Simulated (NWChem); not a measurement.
System: diantimony (Sb₂); SMILES [Sb]#[Sb]

The following NWChem deck was run.

```
start job
memory heap 200 mb stack 900 mb global 1100 mb
geometry units angstroms
  Sb     0.000000     0.000000     1.239107
  Sb     0.000000     0.000000    -1.239107
end
basis spherical
  * library def2-svp
end
ecp
  Sb library def2-ecp
end
dft
  xc slater vwn_5
  iterations 150
end
driver
  maxiter 120
end
task dft optimize
dft
  grid fine
  convergence energy 1d-8 density 1d-7
end
task dft freq numerical
```

Parts of the log:

```
             Northwest Computational Chemistry Package (NWChem) 7.3.0
             --------------------------------------------------------

 ORDER OF PRIMARY AXIS IS BEING SET TO 4
 D4H symmetry detected

                             Geometry "geometry" -> ""
                             -------------------------

 Output coordinates in angstroms (scale by  1.889725989 to convert to a.u.)

  No.       Tag          Charge          X              Y              Z
 ---- ---------------- ---------- -------------- -------------- --------------
    1 Sb                  51.0000     0.00000000     0.00000000     1.23910700
    2 Sb                  51.0000     0.00000000     0.00000000    -1.23910700

 Effective nuclear repulsion energy (a.u.)     555.3959523464

      Symmetry information
      --------------------

 Group name             D4h
 Group number             28
 Group order              16
 No. of unique centers     1

                                Z-matrix (autoz)
                                --------

 Units are Angstrom for bonds and degrees for angles

      Type          Name      I     J     K     L     M      Value
      ----------- --------  ----- ----- ----- ----- ----- ----------
    1 Stretch                  1     2                       2.47821

                           NWChem Geometry Optimization
                           ----------------------------

 maximum gradient threshold         (gmax) =   0.000450
 rms gradient threshold             (grms) =   0.000300
 maximum cartesian step threshold   (xmax) =   0.001800
 rms cartesian step threshold       (xrms) =   0.001200
 fixed trust radius                (trust) =   0.300000
 source of zmatrix                         =   autoz

          -------------------
          Energy Minimization
          -------------------

 Using diagonal initial Hessian
 Scaling for Hessian diagonals: bonds = 1.00  angles = 0.25  torsions = 0.10

          --------
          Step   0

                                 NWChem DFT Module
                                 -----------------

 Summary of "ao basis" -> "ao basis" (spherical)
 ------------------------------------------------------------------------------
       Tag                 Description            Shells   Functions and Types
 ---------------- ------------------------------  ------  ---------------------
 Sb                         def2-svp                10       26   4s4p2d

      Symmetry analysis of basis
      --------------------------

        a1g        10
        a1u         0
        a2g         0
        a2u        10
        b1g         2
        b1u         2
        b2g         2
        b2u         2
        eg         12
        eu         12

            General Information
            -------------------
          SCF calculation type: DFT
          Wavefunction type:  closed shell.
          No. of atoms     :     2
          No. of electrons :    46
           Alpha electrons :    23
            Beta electrons :    23
          Charge           :     0
          Spin multiplicity:     1
          Use of symmetry is: on ; symmetry adaption is: on
          Maximum number of iterations: 150
          AO basis - number of functions:    52
                     number of shells:    20
          Convergence on energy requested:  1.00D-06
          Convergence on density requested:  1.00D-05
          Convergence on gradient requested:  5.00D-04

              XC Information
              --------------
                        Slater Exchange Functional  1.000 local
                      VWN V Correlation Functional  1.000 local

             Grid Information
             ----------------
          Grid used for XC integration:  medium
          Radial quadrature: Mura-Knowles
          Angular quadrature: Lebedev.
          Tag              B.-S. Rad. Rad. Pts. Rad. Cut. Ang. Pts.
          ---              ---------- --------- --------- ---------
          Sb                  1.45      123          10.0       590
          Grid pruning is: on
          Number of quadrature shells:   123
          Spatial weights used:  Erf1

      Superposition of Atomic Density Guess
      -------------------------------------

 Sum of atomic energies:        -555.22462873

      Non-variational initial energy
      ------------------------------

 Total energy =    -478.525752
 1-e energy   =   -1064.501037
 2-e energy   =     473.017016
 HOMO         =      -0.239774
 LUMO         =      -0.078095

      Symmetry analysis of molecular orbitals - initial
      -------------------------------------------------

 !! scf_movecs_sym_adapt:    8 vectors were symmetry contaminated

  Symmetry fudging

 !! scf_movecs_sym_adapt:    6 vectors were symmetry contaminated

  Numbering of irreducible representations:

     1 a1g         2 a1u         3 a2g         4 a2u         5 b1g
     6 b1u         7 b2g         8 b2u         9 eg         10 eu

  Orbital symmetries:

[...]

      ----------------------
      Optimization converged
      ----------------------

  Step       Energy      Delta E   Gmax     Grms     Xrms     Xmax
  ---- ---------------- -------- -------- -------- -------- --------
@    2    -479.81145667 -9.1D-09  0.00001  0.00001  0.00009  0.00015
                                     ok       ok       ok       ok

                                Z-matrix (autoz)
                                --------

 Units are Angstrom for bonds and degrees for angles

      Type          Name      I     J     K     L     M      Value     Gradient
      ----------- --------  ----- ----- ----- ----- ----- ---------- ----------
    1 Stretch                  1     2                       2.48688   -0.00001

                         Geometry "geometry" -> "geometry"
                         ---------------------------------

 Output coordinates in angstroms (scale by  1.889725989 to convert to a.u.)

  No.       Tag          Charge          X              Y              Z
 ---- ---------------- ---------- -------------- -------------- --------------
    1 Sb                  51.0000     0.00000000     0.00000000     1.24343892
    2 Sb                  51.0000     0.00000000     0.00000000    -1.24343892

 Effective nuclear repulsion energy (a.u.)     553.4610496552

      Symmetry information
      --------------------

 Group name             D4h
 Group number             28
 Group order              16
 No. of unique centers     1

                Final and change from initial internal coordinates
                --------------------------------------------------

                                Z-matrix (autoz)
                                --------

 Units are Angstrom for bonds and degrees for angles

      Type          Name      I     J     K     L     M      Value       Change
      ----------- --------  ----- ----- ----- ----- ----- ---------- ----------
    1 Stretch                  1     2                       2.48688    0.00866

 ==============================================================================
                                internuclear distances
 ------------------------------------------------------------------------------
       center one      |      center two      | atomic units |  angstroms
 ------------------------------------------------------------------------------
    2 Sb               |   1 Sb               |     4.69952  |     2.48688
 ------------------------------------------------------------------------------
                         number of included internuclear distances:          1
 ==============================================================================

[second-derivative integrals and response iterations left out]

  Vibrational analysis via the FX method

  See chapter 2 in "Molecular Vibrations" by Wilson, Decius and Cross

  Vib: Default input used

[...]

 Rotational Constants
 --------------------
 A=   0.000000 cm-1  (  0.000000 K)
 B=   0.045090 cm-1  (  0.064873 K)
 C=   0.045090 cm-1  (  0.064873 K)

 Temperature                      =   298.15K
 frequency scaling parameter      =   1.0000

 Linear Molecule

 Zero-Point correction to Energy  =    0.412 kcal/mol  (  0.000657 au)
 Thermal correction to Energy     =    2.165 kcal/mol  (  0.003451 au)
 Thermal correction to Enthalpy   =    2.758 kcal/mol  (  0.004395 au)

 Total Entropy                    =   61.173 cal/mol-K
   - Translational                =   42.331 cal/mol-K (mol. weight = 241.8076)
   - Rotational                   =   17.360 cal/mol-K (symmetry #  =        2)
   - Vibrational                  =    1.482 cal/mol-K

 Cv (constant volume heat capacity) =    6.660 cal/mol-K
   - Translational                  =    2.979 cal/mol-K
   - Rotational                     =    1.986 cal/mol-K
   - Vibrational                    =    1.694 cal/mol-K

[normal modes left out]

 ----------------------------------------------------------------------------
 Normal Eigenvalue ||           Projected Infra Red Intensities
  Mode   [cm**-1]  || [atomic units] [(debye/angs)**2] [(KM/mol)] [arbitrary]
 ------ ---------- || -------------- ----------------- ---------- -----------
    1       -0.000 ||    0.000000           0.000         0.000       0.074
    2        0.000 ||    0.000000           0.000         0.000       0.074
    3        0.000 ||    0.000000           0.000         0.000       0.074
    4        0.000 ||    0.000000           0.000         0.000      59.705
    5        0.000 ||    0.000000           0.000         0.000       0.074
    6      288.555 ||    0.000000           0.000         0.000       0.000
 ----------------------------------------------------------------------------
```

Level: LDA (Slater exchange, VWN5)/def2-SVP with def2 effective core potentials on Sb. def2 effective core potentials on Sb; no spin-orbit coupling.
